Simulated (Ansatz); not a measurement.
```yaml
crystal:
  periodic: [false, false, false]
  atoms:
    - {symbol: F, position_ang: [1.806524, -0.136219, 1.961360]}
    - {symbol: B, position_ang: [0.986117, -0.184927, 0.947758]}
    - {symbol: Si, position_ang: [0.663761, -1.370228, -0.705009]}
    - {symbol: O, position_ang: [-0.608288, -0.396049, -1.155626]}
    - {symbol: Al, position_ang: [-0.706853, 0.836604, 0.058417]}
    - {symbol: S, position_ang: [-2.225334, 2.396794, -0.033682]}
    - {symbol: H, position_ang: [1.733000, -1.384190, -1.742206]}
    - {symbol: H, position_ang: [0.214671, -2.767632, -0.450091]}
    - {symbol: H, position_ang: [-1.775097, 2.959546, 1.101978]}
basis:
  gaussian: {orbitals: "6-31G*", point_charges: [{charge: 2.00, position_ang: [6.173, -0.737, -0.108]}]}
magnetization: {spin_polarized: true, initial_magnetization: 1}
hamiltonian: {xc: {name: RPBE}}
```

```sh
$ ansatz run in.yaml --threads 4 --pin off --events-out ev --progress --plain --max-ram 10444MiB
```

Shortened log:

```
Error: a molecule whose nuclei and cores have a total charge of 68 cannot have a net charge of 0 together with 1 unpaired electrons
```

What is wrong with this run?

The number of unpaired electrons doesn't fit the electron count. The program refused the input.
